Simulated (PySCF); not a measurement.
Si(Cl)(SiH3) (ClH₃Si₂), SMILES [SiH3][Si]Cl (connectivity only; charge and spin as stated), neutral, multiplicity 1. Atoms are numbered in the order given.

```xyz
6

Si     1.0960    -0.2423     0.0000
Cl    -0.5250    -1.5515     0.0000
Si    -0.3200     1.6812     0.0000
H     -1.1828     1.6315     1.2101
H      0.4254     2.9686     0.0000
H     -1.1828     1.6315    -1.2101
```

The structure is a stationary point at ωB97X-D3(BJ)/def2-TZVP.

Level of theory: ωB97X/def2-TZVPD run with PySCF.

Mulliken values depend strongly on the basis, most of all with diffuse functions as here. Atomic charges (e):

```csv
atom,Mulliken,meta-Löwdin
Si1,0.22,(withheld)
Cl2,-0.21,(withheld)
Si3,0.24,(withheld)
H4,-0.07,(withheld)
H5,-0.11,(withheld)
H6,-0.07,(withheld)
```

Task: Some entries are withheld; supply them. (Estimate from the structure and the level; the computed values follow.)

Result: 
- Si1, meta-Löwdin: 0.30
- Cl2, meta-Löwdin: -0.27
- Si3, meta-Löwdin: 0.22
- H4, meta-Löwdin: -0.08
- H5, meta-Löwdin: -0.09
- H6, meta-Löwdin: -0.08
